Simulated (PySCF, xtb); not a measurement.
Ge3H8, SMILES [GeH3][GeH2][GeH3].

Harmonic wavenumbers (cm⁻¹) from GFN2-xTB (xtb) at its own minimum, in rising order: 27, 35, 57, 227, 250, 287, 357, 367, 420, 434, 590, 625, 782, 800, 862, 866, 868, 869, 872, 1856, 1926, 1928, 1928, 2015, 2020, 2028, 2031.

What does PBE0-D3(BJ)/def2-SVP in PySCF give at its own minimum? (An estimate is asked for; the answer gives what the named calculation found.)

62, 67, 73, 244, 289, 299, 401, 415, 498, 520, 641, 663, 793, 806, 866, 884, 886, 888, 889, 2132, 2139, 2145, 2150, 2155, 2155, 2157, 2160. Paired by order, the mean absolute difference is 76 cm⁻¹ and the zero-point energies are 36.2 and 39.1 kcal/mol.
